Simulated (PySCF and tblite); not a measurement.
The numbers below are computed, except where a source is named.
## Conformer ensemble of C₉H₈, numbered as in [CH:1]#[C:2][C:3]1=[CH:4][CH2:5][CH2:6][C@@H:7]1[C:8]#[CH:9]

Geometries GFN2-xTB; weights from PBE0-D3(BJ)/pcSseg-1 energies and GFN2-xTB thermal corrections, with symmetry numbers and mirror pairs. Conformers within 3 kcal/mol (GFN2-xTB free energy) were kept, 10 at most. GIAO shieldings: PBE0/pcSseg-1. Shifts are against TMS (¹H), TMS (¹³C) at the same level; of two unlike H on one atom, a is the less shielded. Codes: tblite and PySCF.

The 5-ring runs over atoms 3–4–5–6–7.

```tsv
conformer	shape	symmetry	E(GFN2) kcal/mol	E(DFT) kcal/mol	G(298.15 K) kcal/mol	weight %	dipole D
1	5-ring envelope (ring torsions -13, 21, -21, 14, -1°)	C1	0.00	0.00	0.00	55.1	1.11
2	5-ring envelope (ring torsions 12, -19, 19, -12, 0°)	C1	0.21	0.21	0.12	44.9	1.19
```

Weights (%) against temperature:

```json
{"T (K)": "220", "1": "57.2", "2": "42.8", "S(mix) cal/mol/K": "1.36"}
{"T (K)": "260", "1": "56.0", "2": "44.0", "S(mix) cal/mol/K": "1.36"}
{"T (K)": "298.15", "1": "55.1", "2": "44.9", "S(mix) cal/mol/K": "1.37"}
{"T (K)": "340", "1": "54.4", "2": "45.6", "S(mix) cal/mol/K": "1.37"}
{"T (K)": "380", "1": "53.8", "2": "46.2", "S(mix) cal/mol/K": "1.37"}
```

Averaged shifts at 298.15 K. ¹H: 6.40 (H4, 1H), 3.55 (H7, 1H), 2.81 (H5a, 1H), 2.81 (H1, 1H), 2.57 (H5b, 1H), 2.33 (H6a, 1H), 2.15 (H6b, 1H), 1.64 (H9, 1H) ppm. ¹³C: 149.9 (C4), 132.2 (C3), 91.1 (C1), 90.4 (C8), 83.9 (C2), 77.1 (C9), 42.9 (C7), 37.0 (C5), 36.0 (C6) ppm.

Coordinates of conformer 1 (Å):

```xyz
17

C     3.220    0.140    0.955
C     2.103   -0.128    0.602
C     0.777   -0.407    0.232
C     0.331   -1.426   -0.501
C    -1.152   -1.375   -0.697
C    -1.615   -0.324    0.324
C    -0.360    0.519    0.635
C    -0.302    1.727   -0.168
C    -0.254    2.699   -0.864
H     4.203    0.360    1.246
H     0.941   -2.200   -0.934
H    -1.380   -1.064   -1.721
H    -1.623   -2.346   -0.535
H    -1.952   -0.817    1.236
H    -2.429    0.293   -0.054
H    -0.301    0.799    1.692
H    -0.214    3.563   -1.458
```

Coordinates of conformer 2 (Å):

```xyz
17

C     3.120    0.900   -0.608
C     2.067    0.338   -0.472
C     0.824   -0.287   -0.282
C     0.490   -1.540   -0.586
C    -0.916   -1.865   -0.194
C    -1.531   -0.494    0.131
C    -0.333    0.451    0.373
C    -0.540    1.769   -0.191
C    -0.715    2.843   -0.688
H     4.045    1.378   -0.739
H     1.143   -2.270   -1.033
H    -1.456   -2.383   -0.989
H    -0.915   -2.522    0.682
H    -2.198   -0.529    0.992
H    -2.102   -0.131   -0.725
H    -0.123    0.562    1.446
H    -0.867    3.791   -1.110
```

Shifts are unscaled: against experiment ¹³C can be off by 15 ppm or more and ¹H by 0.8 ppm.

Search and properties took 77 s on 1 thread of Arm Neoverse V1, shared host (rough), launched as `OMP_NUM_THREADS=1 python ens_run.py task.json out`.
